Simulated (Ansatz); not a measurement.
## Energy profile

The step: Si₂H₅Cl ([SiH3][SiH2][Cl]) + HF → SiH₂ClF ([F][SiH2][Cl]) + SiH₄; bonds formed: Si1–F7, Si2–H6; bonds broken: Si1–Si2, H6–F7 (atoms numbered as in the saddle structure below).

| atom | x (Å) | y (Å) | z (Å) |
| --- | --- | --- | --- |
| Si1 | 0.1189 | -1.1196 | -0.4994 |
| Si2 | -0.2886 | 1.2793 | 0.4329 |
| H3 | -0.4875 | -2.2527 | 0.2147 |
| H4 | 1.1282 | -1.2901 | -1.5549 |
| Cl5 | -1.5364 | -0.5446 | -1.6966 |
| H6 | 0.8328 | -0.0880 | 0.7076 |
| F7 | 1.5337 | -1.0809 | 0.8079 |
| H8 | 0.5169 | 1.9121 | 1.5188 |
| H9 | -0.1302 | 2.0557 | -0.8137 |
| H10 | -1.6876 | 1.1286 | 0.8827 |

Electronic energies by CCSD(T) at an estimated basis limit (MP2 extrapolated from triple and quadruple zeta, plus CCSD(T) − MP2 in triple zeta), on PBE0-D4/def2-TZVP structures; Si2H6ClF, singlet; no counterpoise correction. Program: Ansatz 0.2.0. Basis: def2-TZVPP and def2-QZVPP. Cores are frozen in the correlated methods. Extrapolation: Hartree–Fock as exp(−7.88 √X), correlation as X^−2.97.

Task: Give the profile in kJ/mol, counted from the separated reactants. (An estimate is asked for; the value comes from the calculation.)

Result: Computed:
| point | kJ/mol |
| --- | --- |
| separated: Si2H5Cl (linked as [SiH3][SiH2][Cl]; Si1, Si2, H3, H4, Cl5, H8, H9, H10; singlet) + HF (H6, F7; singlet) | 0.0 |
| start structure | -8.3 |
| saddle | 148.2 |
| end structure | -143.5 |
| separated: SiH2ClF (linked as [F][SiH2][Cl]; Si1, H3, H4, Cl5, F7; singlet) + SiH4 (Si2, H6, H8, H9, H10; singlet) | -139.2 |

The T1 diagnostic stays at or below 0.013.

For scale, one of the runs: CCSD(T)/def2-TZVPP, 241 basis functions, launched by `ansatz run in.yaml --threads 4 --pin off --events-out ev --progress --plain --max-ram 9574MiB`. Time: 98 s of wall clock on 4 CPU threads of an Arm Neoverse V1; the host was shared. Peak host memory: 4.3 GiB.
